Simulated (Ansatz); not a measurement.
Energy profile

The step: BH₂O₂F ([OH][B]([OH])[F]) + H₂O → BH₃O₃ ([OH][B]([OH])[OH]) + HF; bonds formed: B1–O6, F2–H5; bonds broken: B1–F2, H5–O6 (atoms numbered as in the saddle structure below).

B1  (-0.185, -0.030, 0.184)
F2  (0.209, 1.408, -0.698)
O3  (-1.511, -0.299, -0.024)
O4  (0.315, 0.033, 1.459)
H5  (0.867, 0.488, -1.056)
O6  (0.843, -0.650, -0.768)
H7  (-1.791, -0.231, -0.937)
H8  (-0.369, 0.202, 2.109)
H9  (1.622, -0.921, -0.269)
(Å)

Electronic energies by CCSD(T) at an estimated basis limit (MP2 extrapolated from triple and quadruple zeta, plus CCSD(T) − MP2 in triple zeta), on PBE0-D4/def2-TZVP structures; BH₄O₃F, closed shell; no counterpoise correction. Program: Ansatz 0.2.0. Basis: def2-TZVPP and def2-QZVPP. Cores are frozen in the correlated methods. Extrapolation: Hartree–Fock as exp(−7.88 √X), correlation as X^−2.97.

Task: Give the profile in eV, counted from the separated reactants. (To be estimated.)

Result: The calculation gives:
| point | eV |
| --- | --- |
| separated: BH₂O₂F (linked as [OH][B]([OH])[F]; B1, F2, O3, O4, H7, H8; singlet) + H₂O (H5, O6, H9; singlet) | 0.000 |
| start structure | -0.149 |
| saddle | 1.124 |
| end structure | -0.261 |
| separated: BH₃O₃ (linked as [OH][B]([OH])[OH]; B1, O3, O4, O6, H7, H8, H9; singlet) + HF (F2, H5; singlet) | 0.157 |

The T1 diagnostic stays at or below 0.012.

The step is the kind of ligand exchange by which a precursor binds to a hydroxyl group, or is hydrolysed, in atomic layer deposition of oxides.

For scale, one of the runs: CCSD(T)/def2-TZVPP, 211 basis functions, launched by `ansatz run in.yaml --threads 4 --pin off --events-out ev --progress --plain --max-ram 9574MiB`. Time: 96 s of wall clock on 4 CPU threads of an Arm Neoverse V1; the host was shared. Peak host memory: 3.4 GiB.
